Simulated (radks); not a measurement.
The indium ion In+, configuration [Kr] 4d10 5p2 (not the ground configuration). All-electron calculation, scalar-relativistic Kohn-Sham, PBE, spin-polarised, spherical densities, point nucleus; open shells are filled with parallel spins first (spin-orbit coupling, left out, can overturn this in heavy ions). Program: a radial shooting solver on a logarithmic mesh with Libxc functionals.

Radial electron density D(r) = 4 pi r^2 rho(r):

```
   r/bohr * D(r) (the largest magnitude, 80.4, reaches the edge; | marks zero)
 0.001186 |*
  0.00137 | *
 0.001594 | *
 0.001841 |  *
 0.002127 |   *
 0.002456 |    *
 0.002836 |     *
 0.003302 |      *
 0.003813 |        *
 0.004404 |          *
 0.005086 |             *
 0.005874 |                *
 0.006838 |                   *
 0.007897 |                       *
 0.009121 |                           *
  0.01053 |                               *
  0.01226 |                                   *
  0.01416 |                                      *
  0.01636 |                                        *
  0.01889 |                                          *
  0.02181 |                                          *
  0.02539 |                                         *
  0.02933 |                                       *
  0.03387 |                                     *
  0.03912 |                                    *
  0.04517 |                                     *
  0.05259 |                                       *
  0.06074 |                                            *
  0.07014 |                                                 *
  0.08101 |                                                     *
  0.09355 |                                                      *
   0.1089 |                                                    *
   0.1258 |                                              *
   0.1453 |                                        *
   0.1678 |                                     *
   0.1937 |                                     *
   0.2255 |                                         *
   0.2605 |                                            *
   0.3008 |                                           *
   0.3474 |                                    *
   0.4012 |                           *
   0.4671 |                  *
   0.5394 |             *
    0.623 |            *
   0.7195 |             *
   0.8309 |              *
   0.9673 |             *
    1.117 |          *
     1.29 |      *
     1.49 |    *
    1.735 |  *
    2.003 | *
    2.314 |*
    2.672 |*
    3.086 |*
    3.592 *
    4.149 *
    4.791 *
    5.533 *
     6.39 *
    7.439 *
    8.592 *
    9.922 *
```

D(r) has 4 maxima, at r = 0.0208, 0.0921, 0.271, 0.811 bohr, and minima at 0.0410, 0.177, 0.594 bohr, inside which lie 2.00, 11.15, 28.99 electrons.
